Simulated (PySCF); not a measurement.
**CH3AlO4**

CH3AlO4 is a carbene (divalent C), neutral, singlet. The structure, one conformer, was relaxed in the gas phase by PBE0-D3(BJ)/def2-SVP. No frequency run checks that it is a minimum.

SMILES: O[C][O][Al]([OH])[OH]

```xyz
9

C     0.126   -1.079    0.787
O     0.220   -2.062    1.631
O     0.250   -1.312   -0.454
Al   -0.066    0.561   -0.228
O    -1.646    1.007   -0.662
O     1.323    1.525   -0.381
H     0.384   -2.881    1.120
H    -1.949    1.853   -0.987
H     1.402    2.364   -0.834
```
(Å; atoms numbered from 1)

Shieldings: GIAO PBE0/pcSseg-2. Shifts are against computed references at the same level: C TMS (σ 184.1 ppm), H TMS (σ 31.24 ppm). Core levels by delta-SCF with SCAN, pcX-2 on the ionised atom and pcseg-1 elsewhere, spin-free X2C (2p3/2 is the spin-free 2p value less a third of a first-order spin-orbit splitting); from the vacuum level, for chosen atoms.

Q: Give the NMR and core-level values of the distinct atoms.

A: 
```tsv
atoms	bonded to	σ (ppm)	δ (ppm)	core level (eV)
C1	1 Al + 2 O	-68.6	252.7	-
O2	1 C + 1 H	83.4	-	1s 540.97
O3	1 Al + 1 C	-140.0	-	1s 539.14
Al4	1 C + 3 O	501.5	-	2p3/2 80.91
O5 O6	1 Al + 1 H	314.2	-	1s 538.00
H7	1 O	23.96	7.28	-
H8 H9	1 O	30.38	0.87	-
```

Values are those of this one static structure; atoms that internal rotation interchanges would show their mean in an NMR spectrum.

Core levels of C1 are left out, their hole states being strongly spin-contaminated.

Q: Which of O2, O3, O5 holds its core electrons tightest, and by how much against the loosest?

A: O2 (bonded to 1 C + 1 H), by 2.98 eV over O5 (bonded to 1 Al + 1 H).

Q: By CAM-B3LYP/def2-SVPD (TDDFT singlets, Tamm-Dancoff triplets, ionisation by delta-SCF), where does absorption start, and what does vertical ionisation take?

A: The lowest singlet lies at 5.24 eV (f 0.011), the strongest of the first 6 at 7.53 eV (f 0.121), the lowest triplet at 4.01 eV; vertical ionisation takes 10.58 eV.
